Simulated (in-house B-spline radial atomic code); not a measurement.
How numerical settings move a run on the germanium ion Ge³⁺, [Ar] 3d10 4s1. Computed with an all-electron radial atomic-structure program (B-spline basis): Dirac-Kohn-Sham BLYP, spherical fractional occupations, Fermi nucleus of rms radius 4.0742 fm.

Command:
```bash
python run_scf.py task.json out
```
Settings of the sound reference run:
```
Z                32
electrons        29
configuration    [Ar] 3d10 4s1
hamiltonian      dirac
method           b88,lyp
spin_polarised   False
nucleus          fermi
rms_radius       4.0742
mass_number      74
atomic_mass      73.92118
speed_of_light   137.036
knot_spacing     0.22
spline_order     8
gauss_points     12
box_radius       16.22
max_iterations   70
damping          0.5
damped_steps     3
diis_vectors     10
tolerance        1e-08
start            Thomas-Fermi
```

Run time, properties included: 1.2 s on 1 thread of Intel(R) Xeon(R) Platinum 8488C (shared host).

It converges in 9 iterations to -2097.198950 hartree, with 4s1/2 at -40.6852 eV. The other runs change the listed settings, some to values that make no sense; their results aren't properties of the atom or ion. Radii are in bohr (the nuclear one in fm), a minus after a letter asks for a j subshell, and «unchanged» means within 1e-8 hartree. The run stops when the residual is below 10 × tolerance × max(1, Z/10), or a noise floor if that is larger, and the energy moves by less than 1e-8 × √|E| hartree; so very loose and very tight tolerances often act alike.

```tsv
changed settings	outcome
spline_order = 3, box_radius = 32.44, max_iterations = 60, damping = 0	converged in 11 iterations, energy +4.69e-02 hartree from the reference, 4s1/2 level +1.2e-02 eV
first_knot = 0.00937, max_iterations = 12, tolerance = 1e-10	converged in 10 iterations, energy +1.71e-02 hartree from the reference, 4s1/2 level -4.1e-05 eV
box_radius = 8.11	converged in 9 iterations, energy +1.93e-07 hartree from the reference, 4s1/2 level +1.5e-05 eV (the program warns: 4s1/2 reaches the box edge)
box_radius = 64.88	converged in 9 iterations, energy unchanged, 4s1/2 level +3.0e-07 eV
box_radius = 1.62	converged in 8 iterations, energy +6.08e+00 hartree from the reference, 4s1/2 level +1.1e+02 eV (the program warns: 4s1/2 has a positive eigenvalue: unbound, held by the box; 3s1/2 reaches the box edge)
method = revtpss,revtpss	stopped with error: meta-GGAs are not served with the Dirac Hamiltonian
gauss_points = 16, max_iterations = 12, diis_vectors = 1	not converged after 12 iterations, last residual 1.4e-01, last energy +3.94e-01 hartree from the reference
electrons = 31, configuration = [Ar] 3d10 4s3, max_iterations = 100	stopped with error: shell 4s holds at most 2 electrons
box_radius = 3.24	converged in 9 iterations, energy +9.58e-02 hartree from the reference, 4s1/2 level +3.1e+00 eV (the program warns: 4s1/2 reaches the box edge; 3s1/2 reaches the box edge)
box_radius = 0.97	converged in 8 iterations, energy +6.86e+01 hartree from the reference, 4s1/2 level +6.9e+02 eV (the program warns: 4s1/2 has a positive eigenvalue: unbound, held by the box; 3p1/2 has a positive eigenvalue: unbound, held by the box)
box_radius = 32.44	converged in 9 iterations, energy unchanged, 4s1/2 level +3.2e-07 eV
spline_order = 7	converged in 9 iterations, energy +4.63e-07 hartree from the reference, 4s1/2 level -1.3e-06 eV
spline_order = 6	converged in 9 iterations, energy +1.35e-06 hartree from the reference, 4s1/2 level +3.8e-07 eV
spline_order = 10	converged in 9 iterations, energy +2.38e-07 hartree from the reference, 4s1/2 level -8.5e-07 eV
box_radius = 0.65	converged in 7 iterations, energy +3.21e+02 hartree from the reference, 4s1/2 level +2.3e+03 eV (the program warns: 4s1/2 has a positive eigenvalue: unbound, held by the box; 3s1/2 has a positive eigenvalue: unbound, held by the box)
knot_spacing = 0.1, spline_order = 4, max_iterations = 50, damped_steps = 30	converged in 17 iterations, energy +5.35e-06 hartree from the reference, 4s1/2 level +1.8e-06 eV
```

Q: What happens with box_radius = 2.43?

A: Converged in 9 iterations, energy +6.58e-01 hartree from the reference, 4s1/2 level +1.7e+01 eV (the program warns: 4s1/2 reaches the box edge; 3s1/2 reaches the box edge).

Q: What happens with knot_spacing = 0.4, gauss_points = 4, first_knot = 3.13e-05, max_iterations = 60, tolerance = 0.01?

A: Converged in 9 iterations, energy +2.60e-04 hartree from the reference, 4s1/2 level -1.2e-05 eV.

Q: What happens with start = bare nucleus?

A: Converged in 10 iterations, energy unchanged.

Q: What happens with spline_order = 3?

A: Converged in 9 iterations, energy +4.69e-02 hartree from the reference, 4s1/2 level +1.2e-02 eV.
